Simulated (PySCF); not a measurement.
# Computed NMR parameters against published values

Numbering as in the mapped SMILES `[CH3:1][S@@:2](=[O:3])[c:4]1[cH:5][cH:6][cH:7][cH:8][n:9]1`; H(Xn) means a hydrogen on atom n.

Published estimates (parent shift plus substituent increments) and measurements: δ 13C C4 166.0; C8 149.6; C6 138.1; C7 124.6; C5 119.3 ppm (estimated from measurements, as parent shift plus tabulated substituent increment; solution, not stated per compound (mostly CDCl3 or CCl4); Pretsch, Buehlmann, Badertscher, Structure Determination of Organic Compounds, 4th ed. (2009)).

- GFN2-xTB structure
- σ from GIAO-PBE0/pcSseg-1
- program: PySCF
- relativity neglected, fast rotation and ring inversion assumed for equivalent nuclei, a single conformation, no solvent

(1) What does the calculation give, and how does it compare?

(2) How far are the unscaled 13C shifts from the references?

Results:

(1) 
Reference values: estimated from measurements, as parent shift plus tabulated substituent increment (solution, not stated per compound (mostly CDCl3 or CCl4); Pretsch, Buehlmann, Badertscher, Structure Determination of Organic Compounds, 4th ed. (2009)).
```json
{"atoms": "C4", "quantity": "δ 13C", "reference": "166.0", "computed": "182.8", "computed, scaled": "176.0"}
{"atoms": "C8", "quantity": "δ 13C", "reference": "149.6", "computed": "154.2", "computed, scaled": "148.1"}
{"atoms": "C6", "quantity": "δ 13C", "reference": "138.1", "computed": "143.9", "computed, scaled": "138.0"}
{"atoms": "C7", "quantity": "δ 13C", "reference": "124.6", "computed": "128.2", "computed, scaled": "122.8"}
{"atoms": "C5", "quantity": "δ 13C", "reference": "119.3", "computed": "124.4", "computed, scaled": "119.1"}
```

Computed shifts are σ(ref) − σ with the named reference compound (TMS for H and C) calculated as an isolated molecule at the same level. The measured values may be among those fitted. Expected solution values come from regression of measured δ (H and C: mostly CDCl3, vs TMS) on computed σ: 13C: δ = 179.97 − 0.974σ (rms 2.1 ppm, 958 shifts, 2.3 ppm with the 13 outliers that the fit left out). A few per cent of atoms miss by over 2 rms, more outside the fitted compound classes.

(2) Mean signed difference +7.18 ppm, mean absolute 7.18 ppm over 5 comparisons; the largest is +16.8 ppm at C4 (aromatic carbon bearing sulfur).
